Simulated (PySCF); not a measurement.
Compound: C₃H₈FOSi (doublet state).
Cartesian coordinates in Å at the GFN2-xTB level; atoms count from 1:
```
atom  x, y, z in Å
C1    -2.5194   -0.6823    0.2998
C2    -1.4104    0.2801    0.3802
C3    -0.0406   -0.3717    0.1975
O4     0.9557    0.5955    0.3512
Si5    2.5587    0.4962    0.3077
F6     2.9530    2.0169    0.5935
H7    -3.5254   -0.3341    0.1777
H8    -2.3491   -1.7309    0.4388
H9    -1.5339    1.0747   -0.3646
H10   -1.4053    0.7928    1.3562
H11    0.0988   -1.1670    0.9399
H12    0.0326   -0.8223   -0.7999
H13    3.0735    0.1567   -1.0091
H14    3.1111   -0.3051    1.3889
```

The hyperfine couplings belong to this conformer and change with its torsions.

Identity: `C(O[SiH2]F)C[CH2]` [radical].

Method: UKS B3LYP, pcH-1 on C F H O Si, non-relativistic, mean-field spin-orbit, GIAO (PySCF). One conformer (not necessarily the lowest) at the GFN2-xTB geometry, without solvent, vibrations or thermal averaging. The geometry wasn't refined by DFT: couplings that depend on bond lengths, twists or pyramidal angles can differ widely from those at the functional's own minimum. Stability of the SCF solution: not tested.

Q: Where do the isotropic ENDOR lines of C1, C2, C3, H9/H10, H7/H8 and H11/H12 fall at 344.3 mT, to first order?

A: ν± = |νn ± a/2|, one line for each electron-spin manifold; νn = |g_N| × 7.62259 MHz/T × B.

| nuclei | isotope | g_N | νn (MHz) | a_iso (MHz) | lower line (MHz) | upper line (MHz) |
| --- | --- | --- | --- | --- | --- | --- |
| C1 | 13C | 1.4048 | 3.69 | 88.66 | 40.64 | 48.02 |
| C2 | 13C | 1.4048 | 3.69 | -34.36 | 13.49 | 20.87 |
| C3 | 13C | 1.4048 | 3.69 | 10.77 | 1.70 | 9.07 |
| H9/H10 | 1H | 5.5857 | 14.66 | 115.51 | 43.09 | 72.41 |
| H7/H8 | 1H | 5.5857 | 14.66 | -63.71 | 17.19 | 46.51 |
| H11/H12 | 1H | 5.5857 | 14.66 | -1.85 | 13.73 | 15.59 |

The rows for 13C, of low natural abundance, apply to labelled samples.

Q: Which pairs are centred on the nuclear Larmor frequency, and which on half the coupling?

A: Centred on νn, since |a| < 2νn: H11/H12. Centred on |a|/2 and split by 2νn: C1, C2, C3, H9/H10 and H7/H8.

Q: At what field would the lower line of C3 fall to zero frequency?

A: Where νn = |a|/2, that is B = 5.38 MHz/(1.4048 × 7.62259 MHz/T) = 503 mT, as far as first order holds there.

Means are taken over nuclei equivalent by connectivity, which assumes that they swap fast. The 1H value of +115.5 MHz is a mean of couplings from 73.9 to 157.1 MHz in this one geometry, not an average over conformers.

Largest spin populations (Mulliken): C1 (+1.08), C2 (-0.09) and H10 (+0.06). C1 is the only atom above +0.15. The positive populations add up to 1.18 and the negative ones to -0.18, together 2S = 1. The angles at C1 add up to 359.8°, so it is planar; its axial dipolar tensor and the negative couplings of its protons fit spin in a p orbital normal to that plane.
